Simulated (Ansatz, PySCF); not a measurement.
B(F)(Et)(NH2) (C₂H₇BFN), SMILES CCB(N)F.

Geometry: ωB97X-D3(BJ)/def2-SVP. One conformer was computed; it need not be the lowest.

Vertical ionisation energy (IE) and electron affinity (EA) in eV. Rows of orbital energies are one-electron estimates. Where ΔSCF, EOM or ADC give a negative EA the extra electron is unbound and the value depends on the basis.

```tsv
level	IE	EA
−ε(HOMO), −ε(LUMO), r2SCAN/def2-TZVP (PySCF)	7.10	-0.62
−ε(HOMO), −ε(LUMO), PBE/def2-TZVP (PySCF)	6.81	0.01
ΔSCF, CAM-B3LYP/def2-SVPD (Ansatz), final states of multiplicity 2 and 2	10.89	-1.44
ΔSCF, PBE/def2-SVPD (Ansatz), final states of multiplicity 2 and 2	10.16	-1.20
```

### Question
What vertical singlet–triplet gap does ΔSCF give with CAM-B3LYP/def2-SVPD (Ansatz, a first-principles code) and with PBE/def2-SVPD (Ansatz)? (An estimate is asked for; the answer gives what the named calculation found.)

### Answer
7.17 and 6.62 eV (triplet above singlet where positive).
